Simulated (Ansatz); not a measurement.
```yaml
crystal:
  periodic: [false, false, false]
  atoms:
    - {symbol: N, position_ang: [-1.756530, 1.379536, -1.209796]}
    - {symbol: C, position_ang: [0.164779, 1.355165, 0.236182]}
    - {symbol: B, position_ang: [1.304223, -1.368715, 0.813432]}
    - {symbol: O, position_ang: [0.118222, -3.317747, -0.282001]}
    - {symbol: H, position_ang: [-2.437358, 3.152718, -1.539765]}
    - {symbol: H, position_ang: [0.964614, 3.100635, 1.019761]}
    - {symbol: H, position_ang: [3.101207, -1.754341, 2.127899]}
    - {symbol: H, position_ang: [-1.284924, -2.655346, -1.271159]}
basis:
  gaussian: {orbitals: cc-pVTZ-DK}
magnetization: {spin_polarized: true, initial_magnetization: 2}
hamiltonian: {xc: {name: BHLYP}, dispersion: d3bj}
```

```sh
$ ansatz run in.yaml --threads 2 --pin off --events-out ev --progress --plain --max-ram 4352MiB
```

It prints (some lines left out):

```
Functional definition: BHLYP
1067 factors; their error is unknown
mean field evaluation 1: about -5254.7959 eV, gradient 7.0e1 eV
mean field evaluation 2: about -4815.4137 eV, gradient 1.9e2 eV
mean field evaluation 4: about -4946.5232 eV, gradient 1.4e2 eV
mean field evaluation 8: about -5288.6472 eV, gradient 4.8e0 eV
mean field evaluation 16: about -5289.1667 eV, gradient 1.9e-1 eV
mean field evaluation 64: about -5288.3281 eV, gradient 3.4e-4 eV
mean field -5289.18686101 eV, -194.3740320023 hartree, gradient 7.1e-6 eV, S^2 5.136849; 9 other end points of the search recorded, 0 dependent functions left out
reference -5289.18708974 eV, -194.3740404081 hartree; 16, 14 occupied and 160, 162 virtual orbitals, 1067 factors
Total energy: -5289.34024509 eV, -194.3796687634 hartree
Relativity: scalar
```

In this input the coordinates are in bohr but typed as ångström. The run converged. The result belongs to that input, not to the molecule as meant.
